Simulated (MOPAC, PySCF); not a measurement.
C4H7ClSi, SMILES `C=C/C=C(/[SiH3])Cl` (C–C–C–C torsion 180°), neutral singlet in the gas phase. 

Cartesian coordinates (Å):
```xyz
13

C     -2.6320     0.1228     0.7331
C     -1.5972    -0.5135     0.1980
C     -0.3000     0.1093     0.0178
C      0.7969    -0.4368    -0.5050
Si     2.4317     0.4329    -0.7027
Cl     0.7922    -2.0925    -1.0754
H     -2.5540     1.1513     1.0643
H     -3.5902    -0.3619     0.8574
H     -1.7008    -1.5413    -0.1255
H     -0.2143     1.1402     0.3478
H      2.8113     0.4677    -2.1295
H      2.2800     1.8081    -0.1814
H      3.4765    -0.2864     0.0538
```
Charge 0, spin multiplicity 1.

All levels are single points at this geometry (CAM-B3LYP-D3(BJ)/def2-TZVP); Pople sets use spherical d functions. Orbital energies aren't observables, and empty levels follow the basis.

| level | HOMO (eV) | LUMO (eV) | gap (eV) | dipole (D) | vertical IE, Delta-SCF (eV) |
|---|---|---|---|---|---|
| CAM-B3LYP-D3(BJ)/def2-TZVP in PySCF | -8.15 | -0.38 | 7.78 | 1.60 | 8.82 |
| PBE-D3(BJ)/def2-TZVP in PySCF | -5.95 | -2.36 | 3.59 | 1.42 | 8.59 |
| B3LYP/3-21G in PySCF | -6.56 | -1.24 | 5.31 | 1.89 | – |
| B3LYP/6-31G* in PySCF | -6.48 | -1.28 | 5.20 | 1.70 | 8.54 |
| M06-2X/6-31G* in PySCF | -7.85 | -0.30 | 7.55 | 1.75 | – |
| PBE/6-31G* in PySCF | -5.69 | -2.01 | 3.68 | 1.59 | 8.43 |
| SVWN5/6-31G* in PySCF | -5.83 | -2.19 | 3.64 | 1.57 | 8.61 |
| HF/STO-3G in PySCF | -7.25 | 6.03 | 13.28 | 2.33 | – |
| PM6 in MOPAC | -9.48 | -0.50 | 8.98 | 1.80 | – |
